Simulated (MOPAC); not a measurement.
Input for MOPAC: AM1 on F2Mg (SMILES [F][Mg][F]), a point of a bond scan (R = 2.101 Å).

```
AM1 1SCF PRECISE CHARGE=0 THREADS=1
F2Mg

Mg     0.00000000 1     0.00000000 1     0.00000000 1
F      0.00000000 1     0.00000000 1     2.10120725 1
F     -0.00000000 1    -0.00000000 1    -1.75100604 1
```

It printed:

```
*******************************************************************************
 **                                                                           **
 **                              MOPAC v23.2.5                                **
 **                                                                           **
 *******************************************************************************
 ** MOPAC's Digital Object Identifier: https://doi.org/10.5281/zenodo.6511958 **
 **                                                                           **
 ** Please cite the open-source release paper for use of this MOPAC version:  **
 ** J. E. Moussa and J. J. P. Stewart (2026)                                  **
 ** MOPAC: An open-source semiempirical molecular orbital program             **
 ** J. Open Source Softw., 11(119), 8025, https://doi.org/10.21105/joss.08025 **
 *******************************************************************************

                              AM1 CALCULATION RESULTS

 *******************************************************************************
 *  AM1        - The AM1 Hamiltonian to be used
 *
 *
 *
 *                 CHARGE ON SYSTEM = 0
 *
 *
 *
 *  PRECISE    - TIGHTER CRITERIA TO BE USED
 *  1SCF       - DO 1 SCF AND THEN STOP
 *  THREADS=1  - MULTI-THREADING NOT USED
 *  T=         - A TIME OF 172800.0 SECONDS REQUESTED
 *  DUMP=N     - RESTART FILE WRITTEN EVERY 7200.0 SECONDS REQUESTED
 *******************************************************************************
AM1 1SCF PRECISE CHARGE=0 THREADS=1
 F2Mg

   ATOM   CHEMICAL          X               Y               Z
  NUMBER   SYMBOL      (ANGSTROMS)     (ANGSTROMS)     (ANGSTROMS)

     1      Mg          0.00000000  *   0.00000000  *   0.00000000  *
     2       F          0.00000000  *   0.00000000  *   2.10120725  *
     3       F         -0.00000000  *  -0.00000000  *  -1.75100604  *



          CARTESIAN COORDINATES

    NO.       ATOM           X           Y           Z

     1        Mg          0.0000      0.0000      0.0000
     2         F          0.0000      0.0000      2.1012
     3         F         -0.0000     -0.0000     -1.7510

  F: (AM1): M.J.S. DEWAR AND E. G. ZOEBISCH, THEOCHEM, 180, 1 (1988).
 Mg: (AM1): J. J. P. STEWART, J. MOL. MOD., 10, 155-164 (2004)

           Empirical Formula: Mg F2  =     3 atoms



      MOLECULAR POINT GROUP   :   C*v


      RHF CALCULATION, NO. OF DOUBLY OCCUPIED LEVELS = 8


 -------------------------------------------------------------------------------
 AM1 1SCF PRECISE CHARGE=0 THREADS=1
 F2Mg



     1SCF WAS SPECIFIED, SO BFGS WAS NOT USED
     SCF FIELD WAS ACHIEVED


                              AM1 CALCULATION
                                                       MOPAC v23.2.5 Linux




          FINAL HEAT OF FORMATION =       -128.85295 KCAL/MOL =    -539.12073 KJ/MOL


          COSMO AREA              =         82.44 SQUARE ANGSTROMS
          COSMO VOLUME            =         61.73 CUBIC ANGSTROMS

          IONIZATION POTENTIAL    =         11.427338 EV
          HOMO LUMO ENERGIES (EV) =        -11.427 -0.315
          NO. OF FILLED LEVELS    =          8
          MOLECULAR WEIGHT        =         62.3018         POINT GROUP:  C*v

          MOLECULAR DIMENSIONS (Angstroms)

            Atom       Atom       Distance
            F     3    F     2     3.85221
            F     3    F     2     0.00000
           Mg     1    F     2     0.00000


          SCF CALCULATIONS        =          1





   ATOM   CHEMICAL          X               Y               Z
  NUMBER   SYMBOL      (ANGSTROMS)     (ANGSTROMS)     (ANGSTROMS)

     1      Mg          0.00000000  *   0.00000000  *   0.00000000  *
     2       F          0.00000000  *   0.00000000  *   2.10120725  *
     3       F         -0.00000000  *  -0.00000000  *  -1.75100604  *

                             CARTESIAN COORDINATES

   1   Mg        0.000000000     0.000000000     0.000000000
   2    F        0.000000000     0.000000000     2.101207250
   3    F       -0.000000000    -0.000000000    -1.751006040


           Empirical Formula: Mg F2  =     3 atoms



      MOLECULAR POINT GROUP   :   C*v


                  EIGENVALUES
 -45.74951 -42.47319 -13.24244 -12.95901 -12.95901 -11.75095 -11.42734 -11.42734
  -0.31460   1.97054   1.97054   5.90216


              NET ATOMIC CHARGES AND DIPOLE CONTRIBUTIONS

  ATOM NO.   TYPE          CHARGE      No. of ELECS.   s-Pop       p-Pop
    1         Mg           0.984341        1.0157     0.38638     0.62927
    2          F          -0.504800        7.5048     1.93399     5.57081
    3          F          -0.479541        7.4795     1.87232     5.60722
 DIPOLE           X         Y         Z       TOTAL
 POINT-CHG.     0.000     0.000    -1.062     1.062
 HYBRID        -0.000     0.000    -0.354     0.354
 SUM           -0.000     0.000    -1.415     1.415


          ATOMIC ORBITAL ELECTRON POPULATIONS

     Atom    s        px        py        pz
    1 Mg   0.38638   0.13533   0.13533   0.35862
    2  F   1.93399   1.95985   1.95985   1.65111
    3  F   1.87232   1.90483   1.90483   1.79757

 **********************
 *                    *
 * JOB ENDED NORMALLY *
 *                    *
 **********************




 == MOPAC DONE ==
```

The run finished.

Cost: very roughly 0.020 core-seconds.
